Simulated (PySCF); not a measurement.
# Basis and Hamiltonian dependence of the excitation energy of V

V [Ar] 3d3 4s2 (4F) → V [Ar] 3d5 (6S). Calculated with PySCF 2.14 from differences of total energies of unrestricted determinants, without spin-orbit coupling. Values in eV.

```csv
basis,Hamiltonian,functions,UHF,PBE,PBE0,MP2 (valence),CCSD(T) (valence),CCSD(T) (valence and next inner shell)
aug-cc-pVDZ,non-relativistic,59,3.494,0.964,1.523,2.436,2.624,n/a
aug-cc-pVDZ-DK,spin-free X2C,59,3.772,1.249,1.811,2.721,2.910,n/a
ANO-RCC-VTZP,spin-free X2C,59,3.791,1.300,1.833,2.715,2.946,2.644
x2c-TZVPPall,spin-free X2C,64,3.761,1.263,1.805,2.735,2.955,2.684
def2-TZVPPD,non-relativistic,67,3.481,0.963,1.507,2.449,2.668,2.385
"x2c-TZVPPall with one added diffuse shell each of s, p, d, f type",spin-free X2C,80,3.757,n/a,n/a,2.713,2.905,2.639
aug-cc-pVTZ,non-relativistic,93,3.484,0.916,1.480,2.451,2.641,n/a
def2-QZVPPD,non-relativistic,93,3.502,0.929,1.487,2.448,2.654,2.339
x2c-QZVPPall,spin-free X2C,96,3.783,1.222,1.781,2.736,2.942,2.644
dyall-av2z,non-relativistic,101,3.467,0.917,1.481,2.436,2.628,n/a
"x2c-QZVPPall with one added diffuse shell each of s, p, d, f, g type",spin-free X2C,121,3.781,1.201,1.770,2.733,n/a,n/a
aug-cc-pwCVTZ-DK,spin-free X2C,127,3.781,1.212,1.778,2.731,n/a,n/a
aug-cc-pVQZ-DK,spin-free X2C,140,3.782,1.223,1.786,2.735,n/a,n/a
```

Frozen in the all-electron rows: valence: [Ar]; valence and next inner shell: [Ne].

Non-relativistic rows lack the scalar-relativistic shift.
